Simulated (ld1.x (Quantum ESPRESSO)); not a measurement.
Ranking TM semilocal potentials for Ir (Z = 77)

All share these settings but for the change named:

```
Element                 : iridium
Generator               : ld1.x (Quantum ESPRESSO) 7.5
Type                    : norm-conserving Troullier–Martins (semilocal form)
Functional              : PBE
Relativity              : scalar-relativistic
Frozen core             : [Kr] 4d10 4f14
Valence charge          : 17
Reference configuration : 5s2 5p6 5d7 6s0 6p0 (charge +2)
Partial waves           : 5s (bound): rc 1.45 bohr; 5d (bound): rc 2.05 bohr; 5f channel at 0.25 Ry: rc 1.90 bohr; 5p (bound): rc 1.75 bohr
Local potential         : the p channel
Core correction         : a·sin(br)/r model core inside 0.70 bohr
```

Test errors are all-electron minus pseudo excitation energies from the reference, over 5s2 5p6 5d7 6s2 6p0; 5s2 5p6 5d7 6s1 6p0; 5s2 5p6 5d6 6s0 6p0; 5s2 5p6 5d7.5 6s1.5 6p0; 5s2 5p5 5d7 6s2 6p0; 5s2 5p6 5d8 6s1 6p0; 5s2 5p6 5d7 6s1.5 6p0. None of these files shows a bound ghost.

The base gives 4432.5 meV.

Of 5 variants that were run, those that failed, showed a ghost or another fault, or gave nearly equal values are left out.

Task: Rank these variants by their largest absolute test error, smallest first.
A. all radii but the core radius scaled by about 1.13 (s 1.64, p 1.98, d 2.32, f 2.14 bohr)
B. all radii but the core radius scaled by about 0.74 (s 1.08, p 1.30, d 1.52, f 1.42 bohr)
C. all radii but the core radius scaled by about 0.93 (s 1.34, p 1.62, d 1.90, f 1.76 bohr)

Result: B (374.5 meV), C (2065.2 meV), A (9458.0 meV).
